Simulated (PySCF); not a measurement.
## Fe: ionisation energy

Fe [Ar] 3d6 4s2 (5D) → Fe⁺ [Ar] 3d6 4s1 (6D), as a difference of total energies. All numbers are calculated (PySCF 2.14, no relativity, point nucleus, in aug-cc-pVTZ with one added diffuse shell each of s, p, d, f, g type (9s8p6d4f3g, 118 functions)). Correlated levels: valence: [Ar] frozen. The calculations carry no spin-orbit coupling.

```csv
method,ionisation energy (eV),difference from reference (eV)
UHF,6.363,-1.541
LDA,8.034,+0.130
PBE,7.731,-0.173
PBE0,7.542,-0.362
M06,8.430,+0.526
PW91,7.772,-0.132
MP2 (valence),7.467,-0.437
SCS-MP2 (valence),7.657,-0.247
```

Reference: 7.904 eV (measured; NIST levels, between the centres of gravity of the two terms).

These non-relativistic numbers lack the scalar-relativistic shift.

Errors of the correlated levels include the incompleteness of this basis and the frozen core.

MP2 underrates the near-degeneracy of ns² with np² in the lower species.
